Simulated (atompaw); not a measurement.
## Building the PAW (atompaw) potential for dysprosium (Dy) (LDA (PW92), scalar-relativistic).

* Element: dysprosium
* Generator: atompaw 4.2.0.5
* Type: PAW
* Functional: LDA (PW92)
* Relativity: scalar-relativistic
* Frozen core: [Kr] 4d10
* Valence charge: 20
* Reference configuration: 4f10 5s2 5p6 5d0 6s2 6p0
* Partial waves: 5s (bound): rc 1.20 bohr; 6s (bound): rc 2.32 bohr; 5p (bound): rc 1.48 bohr; 6p (bound, empty): rc 1.94 bohr; 5d (bound, empty): rc 2.32 bohr; 5d channel at 1 Ry: rc 2.32 bohr; 4f (bound): rc 0.78 bohr; 4f channel at 0.25 Ry: rc 0.78 bohr
* Local potential: bessel scheme, radius 1.62 bohr
* Core correction: smooth core density matched at 1.36 bohr
* Augmentation charge: sinc compensation charge, radius 1.90 bohr; PAW radius 2.32 bohr; waves and projectors: custom polynom vanderbiltortho

All-electron outer shells of the reference configuration (LDA (PW92), scalar-relativistic, ld1.x):

| shell | level (eV) | outermost node (bohr) | outermost maximum (bohr) |
| --- | --- | --- | --- |
| 4p | -290.99 | 0.28 | 0.51 |
| 4d | -152.87 | 0.26 | 0.53 |
| 5s | -49.07 | 0.63 | 1.16 |
| 5p | -25.48 | 0.67 | 1.33 |
| 6s | -3.90 | 1.57 | 3.40 |
| 4f | -3.32 | – | 0.54 |
| 5d | -1.33 | 0.76 | 2.14 |
| 6p | -1.21 | 1.92 | 4.76 |

(1) Estimate the cutoffs (Ry, on a coarse ladder) from which the occupation-weighted sum of valence levels, in a spherical-Bessel basis at the reference potential, stays within 10 and 1 mRy of its value at 400 Ry.

(2) Does the potential have ghost states?

(3) Is the overlap operator S = 1 + Σ q|β⟩⟨β| positive definite (Bessel basis up to 400 Ry)?

(4) Which valence shell sets the plane-wave cutoff?

Answers

(1) over 300 Ry and over 300 Ry.

(2) No extra level below or beside the all-electron valence levels (s, p, d, f tested).

(3) Yes: its lowest eigenvalue is 0.06 (s channel).

(4) 4f: its level needs over 300 Ry to come within 1 mRy, against 70 Ry for 5s.
